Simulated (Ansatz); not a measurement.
Cost and result up the ladder for SiHCl3 (5 atoms). The state is a singlet with charge 0. Geometry: r2SCAN-D4/def2-SVP.

```xyz
5

Si    0.000    0.118   -0.010
H     0.000    1.588   -0.134
Cl   -0.152   -0.731   -1.869
Cl   -1.590   -0.476    1.138
Cl    1.742   -0.499    0.876
```

Ansatz on 2 threads of Arm Neoverse V1 on a shared host. Times are rough, and most runs start from the orbitals of an earlier one. ωB97M-V/def2-TZVP serves as the yardstick here, not as an exact answer. Differences are given only for rows in sets of like size (and for xTB, whose basis is part of the method), since another set adds its own error. Binding counts from free atoms at the same level (Si triplet, H doublet, Cl doublet; other spins of the atoms weren't run), without zero-point energy or a counterpoise term.

HSE06 is defined as in plane-wave codes, on full-range PBE exchange.

```csv
level,functions,wall time,binding energy per atom (eV),difference from ωB97M-V/def2-TZVP (eV)
HF/STO-3G,37,0.15 s,2.83,–
revPBE-D4/def2-TZVP,154,1.9 s,3.17,-0.08
PBE-D4/def2-TZVP,154,1.9 s,3.25,0.00
PBE-D4/def2-TZVPD,190,2.9 s,3.24,-0.01
CAM-B3LYP-D4/def2-TZVP,154,2.9 s,3.16,-0.09
BHLYP-D4/def2-TZVP,154,3.3 s,3.10,-0.15
HSE06-D4/def2-TZVP,154,3.4 s,3.22,-0.03
PBE0-D4/def2-TZVPD,190,4.5 s,3.22,-0.04
r2SCAN-D4/def2-TZVP (with forces),154,5.5 s,3.25,0.00
r2SCANh-D4/def2-TZVP,154,6 s,3.23,-0.02
ωB97X-V/def2-TZVP,154,6 s,3.25,-0.01
B97M-V/def2-TZVP,154,8 s,3.28,0.03
ωB97M-V/def2-TZVP,154,8.5 s,3.25,0.00
PBE0-D4/def2-QZVPP,310,9.5 s,3.22,–
```
